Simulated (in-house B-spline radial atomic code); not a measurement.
The outermost shell (largest non-relativistic mean radius) with and without relativity; Dirac values are averaged over j. Computed with a radial B-spline atomic code at the basis-set limit: non-relativistic Hartree-Fock and Dirac-Hartree-Fock, averages of the configuration (point nuclei without relativity, finite nuclei with it).

```json
{"ion": "Cs3+", "configuration": "[Kr] 4d10 5s2 5p4", "outermost shell": "5p", "radius non-relativistic (bohr)": "1.9527", "radius Dirac (bohr)": "1.929", "radius change (%)": "-1.2144", "level non-relativistic (eV)": "-44.346", "level Dirac (eV)": "-44.694", "spin-orbit splitting (eV)": "2.0451"}
{"ion": "Er3+", "configuration": "[Xe] 4f11", "outermost shell": "5p", "radius non-relativistic (bohr)": "1.4906", "radius Dirac (bohr)": "1.4435", "radius change (%)": "-3.1598", "level non-relativistic (eV)": "-60.204", "level Dirac (eV)": "-62.249", "spin-orbit splitting (eV)": "6.1913"}
{"ion": "Hf3+", "configuration": "[Xe] 4f14 5d1", "outermost shell": "5d", "radius non-relativistic (bohr)": "1.9097", "radius Dirac (bohr)": "1.9482", "radius change (%)": "2.0185", "level non-relativistic (eV)": "-33.320", "level Dirac (eV)": "-32.259", "spin-orbit splitting (eV)": "0.50291"}
{"ion": "Au3+", "configuration": "[Xe] 4f14 5d8", "outermost shell": "5d", "radius non-relativistic (bohr)": "1.4056", "radius Dirac (bohr)": "1.4241", "radius change (%)": "1.3114", "level non-relativistic (eV)": "-48.769", "level Dirac (eV)": "-47.313", "spin-orbit splitting (eV)": "1.8923"}
```
